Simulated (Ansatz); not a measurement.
Two isomers of BH8NSi2: A = `[SiH3]BN[SiH3]`, B = `NB[SiH2][SiH3]`.

Calculated with Ansatz (gas phase, PBE0-D4/def2-TZVP geometries, no zero-point term in ΔE). CCSD(T)/CBS is the MP2 limit (def2-TZVPP, def2-QZVPP) plus CCSD(T) − MP2 in def2-TZVPP, frozen cores. Functionals use def2-TZVPP. B3LYP here is the variant with VWN-RPA as its local correlation; programs differ in this. Each species was taken in one conformer, which may not be the lowest.

Problem. Which isomer does CCSD(T)/CBS put lower? Give the gap. (Best estimate.)

Solution. Ansatz gave: A, by 25.9 kJ/mol.

Problem. Give E(B) − E(A) in kJ/mol with CCSD/def2-TZVPP, HF/def2-TZVPP, PBE-D4, B3LYP-D4, CCSD(T)/def2-TZVPP, B2PLYP, ωB97M-V. (Best estimate.)

Solution. Computed: CCSD/def2-TZVPP 27.5, HF/def2-TZVPP 40.0, PBE-D4 5.0, B3LYP-D4 24.4, CCSD(T)/def2-TZVPP 25.6, B2PLYP 25.8, ωB97M-V 27.6. None reverses the order clearly.

Largest T1 diagnostic: 0.014.

In def2-TZVPP, CCSD(T) changes the Hartree–Fock value by −14.4 kJ/mol (the triples alone add −1.9 kJ/mol) and MP2 by −8.5 kJ/mol. The D4 term adds +3.8 kJ/mol with B3LYP and +1.9 kJ/mol with PBE0; it sums over pairs of atoms, weighted by their polarisabilities, and B3LYP, whose exchange is more repulsive, gets the larger term.
